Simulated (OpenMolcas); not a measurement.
# Lines of C⁺: computed and rescaled rates

```json
{
  "Program": "OpenMolcas",
  "Method": "MS-RASPT2, IPEA 0.25 Eh, imaginary shift 0.1 Eh (closed shells correlated: 1s)",
  "Basis": "ANO-RCC [8s8p4d3f2g]",
  "Scalar Hamiltonian": "DKH2, point nucleus",
  "Active space": "3 electrons in 9 orbitals (RAS2 2s 2p; RAS3 3d, at most 2 electrons)",
  "State averaging": "2S+1 = 4 odd, 1 root; 2S+1 = 2 odd, 11 roots; 2S+1 = 4 even, 3 roots; 2S+1 = 2 even, 9 roots",
  "Spin-orbit coupling": "RASSI with atomic mean-field integrals over the reference wave functions, term energies averaged over their components"
}
```

Rates come from the transition moments of the reference wave functions (E1 and E2 in the length form). At fixed line strength A goes as λ^-3 for E1 and M1 and as λ^-5 for E2, so a rate at the computed wavelength can be rescaled to the measured one. Measured vacuum wavelengths follow from level energies in NIST Handbook of Basic Atomic Spectroscopic Data. Branching counts decays inside the model space alone, at computed energies, and the table is only a selection of the E1 lines, drawn from those between levels with measured partners whose computed energy lies within a factor of 1.5 of the measured one.

```csv
Upper,Lower,Type,λ computed (nm),λ measured (nm),A computed (s-1),A rescaled (s-1),Branching %
2s 2p2 2P 3/2,2s2 2p 2P* 3/2,E1,89.98,90.41,3.40e+09,3.35e+09,83.3
2s 2p2 2P 1/2,2s2 2p 2P* 1/2,E1,89.96,90.4,2.71e+09,2.67e+09,66.5
2p3 4S* 3/2,2s 2p2 4P 5/2,E1,100.8,101,1.74e+09,1.73e+09,50.0
2s 2p2 2P 1/2,2s2 2p 2P* 3/2,E1,90.01,90.45,1.36e+09,1.34e+09,33.5
2p3 2P* 1/2,2s 2p2 2D 3/2,E1,102.5,106.6,1.31e+09,1.16e+09,69.1
2p3 2P* 3/2,2s 2p2 2D 5/2,E1,102.5,106.6,1.18e+09,1.05e+09,62.1
2p3 4S* 3/2,2s 2p2 4P 3/2,E1,100.8,101,1.16e+09,1.15e+09,33.3
2s 2p2 2S 1/2,2s2 2p 2P* 3/2,E1,101.5,103.7,9.33e+08,8.75e+08,66.3
2s 2p2 2P 3/2,2s2 2p 2P* 1/2,E1,89.93,90.36,6.79e+08,6.69e+08,16.7
2p3 4S* 3/2,2s 2p2 4P 1/2,E1,100.8,101,5.79e+08,5.76e+08,16.7
2p3 2D* 5/2,2s 2p2 2D 5/2,E1,131.8,132.4,5.62e+08,5.54e+08,84.6
2p3 2D* 3/2,2s 2p2 2D 3/2,E1,131.8,132.4,5.41e+08,5.34e+08,81.4
2s 2p2 2S 1/2,2s2 2p 2P* 1/2,E1,101.5,103.6,4.74e+08,4.46e+08,33.7
2p3 2P* 3/2,2s 2p2 2P 3/2,E1,163.2,172.2,3.21e+08,2.73e+08,17.0
2s 2p2 2D 5/2,2s2 2p 2P* 3/2,E1,133.6,133.6,2.69e+08,2.69e+08,100.0
2p3 2P* 1/2,2s 2p2 2P 1/2,E1,163.1,172.1,2.58e+08,2.20e+08,13.6
2s 2p2 2D 3/2,2s2 2p 2P* 1/2,E1,133.5,133.5,2.25e+08,2.25e+08,83.5
2p3 2P* 3/2,2s 2p2 2S 1/2,E1,135.3,138.4,2.01e+08,1.88e+08,10.6
2p3 2P* 1/2,2s 2p2 2S 1/2,E1,135.3,138.4,1.99e+08,1.86e+08,10.5
2p3 2D* 5/2,2s 2p2 2P 3/2,E1,252.9,251.3,6.22e+07,6.34e+07,9.4
2s 2p2 2D 3/2,2s2 2p 2P* 3/2,E1,133.7,133.6,4.45e+07,4.46e+07,16.5
2s 2p2 4P 1/2,2s2 2p 2P* 1/2,E1,234.6,232.5,4.78e+01,,52.2
2s 2p2 4P 1/2,2s2 2p 2P* 3/2,E1,234.9,232.9,4.39e+01,,47.8
2s 2p2 4P 5/2,2s2 2p 2P* 3/2,E1,234.6,232.6,3.23e+01,,100.0
2s 2p2 4P 3/2,2s2 2p 2P* 3/2,E1,234.8,232.8,1.26e+01,,93.4
```

Spin-changing lines and M1 lines between different terms are not rescaled, since their strength hangs on the term gaps too.

The largest correction is for 2p3 2P* 1/2 → 2s 2p2 2P 1/2 (E1): 2.58e+08 × (163.1 / 172.1)^3 = 2.20e+08 s-1, a factor of 0.85.

The computed rate and branching of 2s 2p2 2D 5/2 → 2s2 2p 2P* 3/2 give the upper level a radiative lifetime of 1.000 / 2.69e+08 s-1 = 3.72e-09 s, counting decays inside the model space alone. The rescaled rate gives about 3.7e-09 s.

The computed order of these levels differs from the measured one in 2 places, and where term gaps are wrong the rates of spin-changing lines can be off by large factors.

No measured rate stands beside these. Rescaling mends the energy factor alone: line strengths can still be far off where a level mixes with configurations outside the active space, and weak or spin-changing lines hang on small mixing coefficients that depend on the term gaps too, so rescaling need not improve them.

Active for correlation alone: 3d; no level in the range computed is led by a configuration that fills it, so any true level of that kind is missing. Measured partners are found by configuration, term and J. A level has none where our copy of the source lacks it or the pairing is in doubt (some pairs that miss far off the trend of their configuration count as doubtful). Levels of configurations outside the active space are missing.

* marks odd parity.
